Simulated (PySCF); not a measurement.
H9PSi3, SMILES [SiH3]P([SiH3])[SiH3].

Geometry: r2SCAN-D4/def2-SVP.

Two levels are set side by side: PBE/def2-TZVP (PySCF) and HF/def2-TZVP (PySCF). Same geometry, gas phase. Differences are taken from unrounded values.

```csv
quantity,HF
orbital gap (eV),12.50
highest occupied level (eV),-9.70
lowest empty level (eV),2.80
dipole moment (D),0.62
mean polarisability (bohr³),104.6
```

Q: What does PBE give, and how far is it from HF? (Estimate from the structure and the level; the computed values follow.)

A: 
| quantity | PBE | PBE minus HF |
|---|---|---|
| orbital gap (eV) | 5.27 | -7.23 |
| highest occupied level (eV) | -6.33 | 3.37 |
| lowest empty level (eV) | -1.06 | -3.86 |
| dipole moment (D) | 0.42 | -0.20 |
| mean polarisability (bohr³) | 116.2 | 11.6 |

Without exact exchange PBE keeps part of each electron's self-repulsion, which lifts occupied levels and narrows the gap. Loosely held outer electrons make PBE densities more polarisable. Differences between two approximate levels are no errors against the true value.

Rough cost on one machine, each run with all the roots and properties that it gave: HF against PBE about 1/4.
